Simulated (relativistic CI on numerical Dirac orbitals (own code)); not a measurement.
**Hyperfine structure of Sc II, mass number 45**

Calculated at this level of theory: Dirac-Coulomb-Breit CI, separate exchange-only KLI orbitals for each configuration, QED by a radiative potential, valence Slater integrals scaled by 0.85, P86 correlation energy added to each configuration (own radial code, finite nucleus).

CI space (outside the closed core [Ar]): 3d 4s, 3d2, 4s2, 3d 4p, 3d 4d, 4s 4p, 3d 4f, 3d 5s, 4p2, 3d 5p, 4s 5p, 3d 6s, 3d 5d, 4s 6s, 3d 6p, 4s 5d. Levels of other configurations are missing.

Nuclear spin I = 7/2, μ = 4.754 μN, Q = -0.22 b (tables of Stone and Pyykkö). The electronic factors are computed for point nuclear moments, without core polarisation; leaving it out makes A of s and p electrons in near-neutral atoms 20 to 40 % too small, and it can dominate for d and f shells.

```
     Level  E (cm⁻¹)  A (MHz)  B (MHz)
3d 4s 3D_1       0.0   -450.7    -15.5
3d 4s 3D_2      56.2    510.8      -22
3d 4s 3D_3     146.3    667.9    -43.7
3d 4s 1D_2    2598.8    151.1    -38.2
  3d2 3F_2    5083.6    235.6    -12.6
  3d2 3F_3    5138.0    154.3    -13.7
  3d2 3F_4    5208.2    115.6    -18.4
  3d2 1D_2   12526.7    163.3     8.73
```

Levels with J = 0, under 50 % of one LS term, or S terms without an open s electron are left out. Small factors come from cancelling terms and can be off by tens of per cent or more.

Correlation outside the listed configurations is missing or only estimated: errors of thousands of cm⁻¹ between configurations and terms are usual at this charge. Rates and lifetimes follow the computed energies and can be off by large factors. The fine structure of a lone outer electron comes out too small, for d and f at times inverted, and misplaced configurations move strength between like terms. 25 of the 25 excited levels that our extract of the measured tables holds in this range could be paired (the sources list more); they are missed by 930 cm⁻¹ on average and 2474 at most, and levels without a partner can miss by more.

Q: Give the hyperfine levels of 3d 4s 3D_1 relative to its centre of gravity.

A: With K = F(F + 1) − I(I + 1) − J(J + 1), E = AK/2 + B[¾K(K + 1) − I(I + 1)J(J + 1)]/[2I(2I − 1)J(2J − 1)]: F = 5/2: 2020, F = 7/2: 461.8, F = 9/2: -1581 MHz.
